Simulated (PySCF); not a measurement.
## N (nitrogen, neutral) across methods

[He] 2s2 2p3, high-spin 4S determinant. Computed with PySCF 2.14 in def2-QZVPPD, with no relativity, point nucleus.

| method | E (hartree) | mean ε 2s α (eV) | mean ε 2s β (eV) | mean ε 2p α (eV) | Σ⟨r²⟩ (bohr²) | ⟨S²⟩ |
| --- | --- | --- | --- | --- | --- | --- |
| B97-3 | -54.5911 | -22.986 | -17.059 | -10.205 | 12.23 | 3.756 |
| PBE0 | -54.5463 | -22.908 | -16.799 | -10.206 | 12.33 | 3.753 |
| wB97X | -54.5942 | -25.526 | -19.508 | -12.692 | 12.30 | 3.757 |
| PBE | -54.5353 | -19.834 | -15.260 | -8.285 | 12.52 | 3.753 |
| LDA | -54.1365 | -19.601 | -15.260 | -8.390 | 12.56 | 3.753 |
| MN15 | -54.5733 | -22.922 | -17.746 | -10.892 | 12.41 | 3.751 |
| TPSS | -54.6155 | -20.501 | -15.354 | -8.453 | 12.38 | 3.754 |
| UHF | -54.40443 | -31.645 | -19.750 | -15.535 | 12.08 | 3.758 |

Problem. Estimate the same row for r2SCAN.

Solution. E (hartree) = -54.5834; mean ε 2s α (eV) = -21.342; mean ε 2s β (eV) = -15.195; mean ε 2p α (eV) = -8.886; Σ⟨r²⟩ (bohr²) = 12.28; ⟨S²⟩ = 3.755.
